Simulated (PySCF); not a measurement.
Gas-phase reaction: Ga₂O + H + 5 OH → 2 Ga(OH)₃

Energies from PySCF (xtb for GFN2), thermal terms from the rigid-rotor harmonic-oscillator model, ideal gas at 1 bar. † marks an energy on the PBE0/def2-TZVP geometry and frequencies; other levels use their own. MP2 and CCSD(T) freeze the core. Open shells (unrestricted): H (multiplicity 2), OH (multiplicity 2, electronic degeneracy 4); the rest are closed-shell singlets. GFN2 has no spin-polarisation term. Spin-orbit splitting is ignored; it lowers the true energy and changes the entropy of OH. B3LYP is the form with VWN-RPA correlation. Ga: all electrons, no relativistic terms. Ga(OH)₃: computed as isolated molecules; such fragments, hydroxides, amides, oligomers or adducts are transient or little studied in the gas. MP2 isn't extrapolated to the basis-set limit; its ΔH°(298 K) is -1833.5 kJ in def2-SVP and -1922.2 kJ in def2-TZVPP. CCSD(T) isn't extrapolated to the basis-set limit; its ΔH°(298 K) is -1691.1 kJ in def2-SVP and -1777.5 kJ in def2-TZVPP. The harmonic model lacks anharmonicity and excited electronic states, which grow with temperature; levels with a mode under 35 cm⁻¹ are left out. Soft modes under 120 cm⁻¹ make the harmonic entropy rough for Ga₂O.

```tsv
level	ΔE electronic, kJ	ΔH°(298 K), kJ	ΔS°(298 K), J/K	ΔG°(1000 K), kJ
B3LYP/def2-TZVP†	-1735	-1666	-689	-975
BLYP/def2-TZVP†	-1727	-1658	-689	-967
CCSD(T)/def2-SVP†	-1760	-1691	-689	-1000
GFN2-xTB	-2398	-2343	-665	-1681
HF/def2-TZVP†	-1256	-1186	-689	-495
MP2/def2-SVP†	-1903	-1834	-689	-1142
MP2/def2-TZVPP†	-1991	-1922	-689	-1231
PBE/def2-TZVP†	-1834	-1765	-689	-1074
PBE0/def2-QZVP†	-1798	-1728	-689	-1037
LDA/def2-TZVP†	-2202	-2132	-689	-1441
ωB97M-V/def2-TZVP†	-1823	-1754	-689	-1063
```
ΔH° is lowest at GFN2-xTB and highest at HF/def2-TZVP†. No reference value is set beside these.
